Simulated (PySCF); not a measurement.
BrCl. Atoms are numbered in the order given.

```xyz
2

Cl     0.0000     0.0000    -1.4355
Br     0.0000     0.0000     0.6973
```

Coordinates come from a PBE0-D3(BJ)/def2-TZVP optimisation.

Calculation: KT2/pcSseg-2 (PySCF).

GIAO shieldings, no solvent; atoms alike by connectivity are averaged. δ = σ(ref) − σ: ³⁵Cl against HCl (σ = 945.0 ppm), references at their B3LYP-D3(BJ)/def2-TZVP geometries, non-relativistic (without spin–orbit terms, shifts of atoms bonded to Cl or Br come out too high).

| nucleus | atoms | count | δ (ppm) |
|---|---|---|---|
| ³⁵Cl | Cl1 | 1 | 66.3 |
